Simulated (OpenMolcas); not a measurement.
## S: from CASSCF to CASPT2

```json
{
  "Program": "OpenMolcas",
  "Basis": "ANO-RCC [8s7p5d4f2g]",
  "Scalar Hamiltonian": "DKH2, point nucleus",
  "Active space": "6 electrons in 8 orbitals (3s 3p 4s 4p)",
  "State averaging": "2S+1 = 3 even, 3 roots; 2S+1 = 1 even, 6 roots; 2S+1 = 3 odd, 3 roots (0 in the spin-orbit step)",
  "Spin-orbit coupling": "state interaction with AMFI integrals over the reference wave functions, term energies averaged over their components"
}
```

Methods on the same reference wave functions:
A. CASSCF
B. SS-CASPT2, IPEA 0.25 Eh, imaginary shift 0.1 Eh (closed shells correlated: 2s 2p)

Energies in eV above 3s² 3p⁴ ³P₂, the measured ground level; measured values from NIST Handbook of Basic Atomic Spectroscopic Data.

```json
{"Level": "3s² 3p⁴ ³P₂", "A": "0.0000", "B": "0.0000", "Measured": "0.0000"}
{"Level": "3s² 3p⁴ ³P₁", "A": "0.0444", "B": "0.0445", "Measured": "0.0491"}
{"Level": "3s² 3p⁴ ³P₀", "A": "0.0646", "B": "0.0649", "Measured": "0.0711"}
{"Level": "3s² 3p⁴ ¹D₂", "A": "1.4170", "B": "1.174", "Measured": "1.1454"}
{"Level": "3s² 3p⁴ ¹S₀", "A": "2.5355", "B": "2.776", "Measured": "2.7500"}
```

Deviations, from unrounded energies. A percentage is the sum of absolute deviations over the sum of measured energies, with the sign that they share, or ± where signs differ.

| Against measurement | Levels | A | B |
| --- | --- | --- | --- |
| mean absolute deviation (cm-1) | 4 | 1000 | 130 |
| fine structure of the ground term (%) | 2 | -9.4 | -9.0 |
| other terms of the ground configuration (%) | 2 | ±12.5 | +1.4 |

B lies closest to measurement on these levels. The largest miss of B in the table is 3s² 3p⁴ ¹D₂, by +230 cm-1. The ranking rests on the paired levels alone, and a cruder setting can come out closer through cancelling errors.

From A to B the spin-free energies of the other terms of 3s² 3p⁴ shown, above ³P, scale by factors of 0.83 to 1.10.

The lowest spin-free term lies below A's lowest term by 0.280 hartree in B.

CASPT2 breaks the degeneracy within a term, and the mean is taken; among the terms shown or strongly mixed into the levels shown the widest spread is 67 cm-1 (3s² 3p⁴ ¹D, B). Active for correlation alone: 4p 4s; no level in the range computed is led by a configuration that fills them, so any true level of that kind is missing. No level of 3s 3p⁵ was computed, though it lies in the active space. Without dynamic correlation excited terms often stand tens of per cent too high (terms of higher spin than the ground term too low), and those without a measured partner can miss by more than the paired ones (holds for A). Measured partners are found by configuration, term and J. A level has none where our copy of the source lacks it or the pairing is in doubt (some pairs that miss far off the trend of their configuration count as doubtful), and it then counts in no deviation. Only configurations of the active space appear.
